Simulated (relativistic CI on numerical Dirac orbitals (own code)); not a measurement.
Calculated levels, Nd V

Method of calculation: Dirac-Coulomb-Breit CI, orbitals from a KLI potential per configuration, model QED (radiative potential, 1s self-energy scaled to tabulated hydrogen-like ionisation energies), unscaled Slater integrals (own radial code, finite nucleus).

CI space (outside the closed core [Xe]): 4f2.

The lowest level is 4f2 3H_4, with 97 % of that term; Hund's rules for 4f2 give 3H with J = 4, in agreement.

```
No.  Configuration  Term  J  E (eV)    %  Next component (%)  Lifetime (s)
  1            4f2    3H  4  0.0000   97                3 1G              
  2            4f2    3H  5  0.3390  100                          1.91e+00
  3            4f2    3H  6  0.6916  100                          1.94e+00
  4            4f2    3F  2  0.9340   98                2 1D              
  5            4f2    1G  4  1.1401   51               47 3F      1.55e+00
  6            4f2    3F  3  1.1492  100                          6.71e+00
  7            4f2    3F  4  1.5995   53               46 1G      6.69e-01
  8            4f2    1D  2  3.2104   92                6 3P      2.21e-01
  9            4f2    1I  6  3.8196  100                          4.39e-01
 10            4f2    3P  0  4.0072   99                1 1S      1.70e+00
 11            4f2    3P  1  4.0985  100                          9.44e-01
 12            4f2    3P  2  4.2661   94                6 1D      4.64e-01
 13            4f2    1S  0  8.7941   99                1 3P      2.35e-02
```

Energies count from the lowest computed level; lifetimes are radiative, by E1, M1, E2, M2, E3 decay to levels of this space only; some are left blank where a channel outside the calculation adds to the decay or the decay crosses a small, uncertain gap.

The mean weight of the leading LS term, summed over parents, in these 13 levels is 91 %, and that of the leading jj configuration (from the same eigenvectors) 79 %, so LS coupling describes them better.

One configuration and one scale for all Slater integrals: terms of lower spin can come out thousands of cm⁻¹ low, and their order can be wrong. 9 of the 11 excited levels that our extract of the measured tables holds in this range could be paired (the sources list more); they are missed by 3868 cm⁻¹ on average and 7270 at most, and levels without a partner can miss by more. Some levels of the ground configuration have no partner and can miss by 10 % or more.

Landé's interval rule says that E(J) − E(J−1) = AJ with one A. For the ground term the intervals give A = 546.8, 474.0 cm⁻¹ for J = 5, 6; the multiplet is regular.

LS names give the leading component of a level, which can be under half, so a name can repeat, a term be missing and a line seem to break the LS rules.
